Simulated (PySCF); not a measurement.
LuO₂⁻, valence singlet (4f shell in the core): computed properties

All numbers come from PySCF, PBE0, basis Lu lcecp-1-TZVP with ECP60, O def2-TZVP (scalar-relativistic core potentials, no spin–orbit coupling, density fitting).

The structure is a minimum.

Coordinates in bohr (charge -1 multiplicity 1):
```
Lu    0.0000    0.0000   -0.2996
O     3.0698    0.0000    1.6001
O    -3.0698    0.0000    1.6001
```

```
Point group                                                                   : C2v
Bond lengths                                                                  : Lu–O 1.910 Å (×2)
Bond angles                                                                   : O–Lu–O 116.5°
Zero-point energy                                                             : 9.2 kJ/mol
Heat capacity Cp at 298.15 K                                                  : 48.4 J/(mol K)
Rotational symmetry number                                                    : 2
Principal polarisabilities                                                    : 56.2, 76.8, 84.3 bohr³
Enthalpy at 298.15 K above 0 K                                                : 12.08 kJ/mol
Dipole moment about the centre of mass                                        : 9.15 D
Principal quadrupole moments (Buckingham, traceless) about the centre of mass : -25.43, 6.38, 19.05 D Å
Lowest empty level                                                            : 1.95 eV
Highest occupied level                                                        : -0.03 eV
Entropy at 298.15 K and 1 bar                                                 : 282.0 J/(mol K)
Rotational constants                                                          : 0.6168, 0.1997, 0.1509 cm⁻¹
```

Harmonic modes (masses in u: Lu 174.941, O 15.995):
```
symmetry  ω (cm⁻¹)  IR (km/mol)  μ (u)
      a1       194          8.9  17.47
      b2       615          269  17.89
      a1       726         24.2  16.94
```

In C2v the vibrations span 2a1 + b2. Here b1 is antisymmetric to the molecular plane and b2 lies in it.

Charges (e):
| atom | Mulliken | Löwdin | polar tensor | Mayer order to Lu1 |
| --- | --- | --- | --- | --- |
| Lu1 | 0.73 | 0.33 | 1.03 | – |
| O2,3 | -0.86 | -0.66 | -1.02 | 1.81 |

Mulliken populations on Lu1 (electrons outside its core potential): s 2.25, p 6.35, d 1.60, f 0.06.

Outer orbital energies (eV). occupied: -16.13, -15.40, -1.57, -1.13, -1.12, -0.78, -0.73, -0.03; empty: 1.95, 3.92, 4.40, 5.03.

Formally Lu is in oxidation state +3, d0. A d0 centre has no lone pair, yet it is C2v rather than linear: covalent bonding through the d orbitals favours lower symmetry. The polar-tensor charge on Lu, 1.03, is far below the formal one.

Other isomers or separated fragments may lie lower. The lowest empty level of this anion is unbound, so it and the gap depend on the basis. The 4f shell sits in the core potential, so its spin is not counted. The basis has no diffuse functions, which an anion would want.

The final relaxation and frequency run took roughly 80 core-seconds on a shared host.
